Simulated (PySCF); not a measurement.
**Al²⁺: ionisation energy**

Al²⁺ [Ne] 3s1 (2S) → Al³⁺ [Ne] (1S), as a difference of total energies. Calculation: PySCF 2.14, in Sapporo-DZP-2012; the spin-free X2C one-electron Hamiltonian (Gaussian nucleus). The calculations carry no spin-orbit coupling.

```
method  ionisation energy (eV)
   UHF                  28.073
   LDA                  28.797
M06-2X                  28.628
```

For comparison: 28.448 eV (measured; NIST Atomic Spectra Database, ionization energies).
